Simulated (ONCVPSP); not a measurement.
**Transferability test, ONCV potential for Pt**

| Item | Value |
| --- | --- |
| Element | platinum (Pt) |
| Generator | ONCVPSP 4.0.1 |
| Type | optimised norm-conserving Vanderbilt (ONCV) |
| Functional | LDA (Perdew-Zunger) |
| Relativity | fully relativistic |
| Frozen core | [Kr] 4d10 4f14 |
| Valence charge | 18 |
| Reference configuration | 5s2 5p6 5d10 |
| Partial waves | 5s: rc 1.50 bohr, ncon 4, nbas 7, qcut 9.8 1/bohr, 2 projectors, debl 2.9 Ha; 5p: rc 1.30 bohr, ncon 4, nbas 8, qcut 7.3 1/bohr, 2 projectors, debl 3.6 Ha; 5d: rc 1.60 bohr, ncon 4, nbas 9, qcut 5.1 1/bohr, 2 projectors, debl 2.1 Ha |
| Local potential | polynomial inside 1.25 bohr (lpopt 5, dvloc0 6 Ha) |
| Core correction | Teter function, fcfact 4.5, rcfact 1.3 |

Open shells are filled in proportion to 2j + 1.

In the s channel the program set the typed energies aside and used -3.660, 0.250 Ha.

Energies are relative to the spin-unpolarised reference configuration 5s2 5p6 5d10; without spin polarisation the order of configurations can differ from experiment.

```csv
valence configuration,charge,ΔE all-electron (eV),error AE − PS (meV)
5s2 5p6 5d9 6s1,0,-0.030,-0.5
5s2 5p6 5d8,+2,29.804,+1.9
5s2 5p6 5d8 6s1 6p1,0,6.520,-0.6
```

What are ΔE and the potential's error for 5s2 5p6 5d9?

ΔE = 9.529 eV all-electron; the error (AE − PS) is +0.4 meV.
